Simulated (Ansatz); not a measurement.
Stepwise reaction of `F[SiH2]O[SiH](Cl)Cl` with hydrogen, as a gas-phase model of exchange steps in deposition or etching. ΔE in kJ/mol.

Calculated with Ansatz (gas phase, PBE0-D4/def2-TZVP geometries, no zero-point term in ΔE). CCSD(T)/CBS is the MP2 limit (def2-TZVPP, def2-QZVPP) plus CCSD(T) − MP2 in def2-TZVPP, frozen cores. This one scheme is used for every species. Functionals use def2-TZVPP. B3LYP here is the variant with VWN-RPA as its local correlation; programs differ in this. Each species was taken in one conformer, which may not be the lowest.

```csv
step,reaction,PBE-D4,B3LYP-D4,ωB97M-V,CCSD(T)/CBS
1,`F[SiH2]O[SiH](Cl)Cl` + H₂ → `F[SiH2]O[SiH2]Cl` + HCl,85.1,83.5,85.0,83.8
2,`F[SiH2]O[SiH2]Cl` + H₂ → `F[SiH2]O[SiH3]` + HCl,90.3,89.1,90.9,90.0
```

(1) By hand: ΔE of the 2 steps together at CCSD(T)/CBS.

## Answers

(1) (83.8) + (90.0) = 173.8 kJ/mol, or 86.9 kJ/mol a step.

In ΔE each step is higher than the one before. All are uphill at CCSD(T)/CBS. PBE-D4 differs from CCSD(T)/CBS by 0.3 to 1.3 kJ/mol a step. Only this route is followed, and other bonds may react first. Isolated molecules leave out the surface, adducts and barriers. Largest T1 diagnostic: 0.011.
